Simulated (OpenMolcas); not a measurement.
Mo3+ among 5 point charges of -1.6 e arranged as a square pyramid (C4v), 2.22 Å from the ion, with the axial distance 1.976 Å.
```
   2.2200    0.0000    0.0000  -1.60
   0.0000    2.2200    0.0000  -1.60
  -2.2200    0.0000    0.0000  -1.60
   0.0000   -2.2200    0.0000  -1.60
   0.0000    0.0000    1.9758  -1.60
```

```json
{"Program": "OpenMolcas 26.06", "Method": "CASSCF", "Basis": "ANO-RCC-VDZP [6s5p3d1f]", "Scalar Hamiltonian": "DKH2, point nucleus", "Active space": "3 electrons in 5 orbitals (4d)", "State averaging": "2S+1 = 4 even, 10 roots; 2S+1 = 2 even, 40 roots", "Spin-orbit coupling": "RASSI with atomic mean-field integrals over the reference wave functions"}
```

(1) What is the spin-free ground state?

(2) Where is the first state of the same spin?

(3) What are the lowest two levels with spin-orbit coupling?

(4) What is χT at 300 K, and how does it compare with the textbook value?

## Answers

(1) A state of multiplicity 4, 1-fold in its orbital part, 100 % from free-ion F terms; it has the highest spin that d3 allows.

(2) A 2-fold state lies at 271 cm-1 above the ground state. The two act as a nearly degenerate pair, with unquenched orbital momentum.

(3) A 2-fold level with g = 1.62, 2.04, 2.04, then a 2-fold level 605.6 cm-1 above it. Their leading multiplicities are 4 (99 %) and 4 (99 %).

(4) The lowest level has 2S+1 = 4, for which the spin-only value is χT = S(S+1) / 2 = 1.875 cm3 K/mol (g = 2). The computed 0.467 at 300 K differs by -1.408, through orbital momentum, spin-orbit coupling and any other state in reach.

Spin-orbit coupling mixes the spin-free states strongly: the lowest level takes only 63 % from its leading state, an unlabelled state of the same spin as most of the rest, which lies 271 cm-1 above the lowest spin-free state. Without dynamic correlation the repulsion within the d shell is too large (B by tens of per cent), so at a given field states of lower spin stand too high. Point charges carry no covalency, so the field is a model and not that of real ligands. An unlabelled pair can be two single states that coincide in this model. No measured value stands beside these numbers.
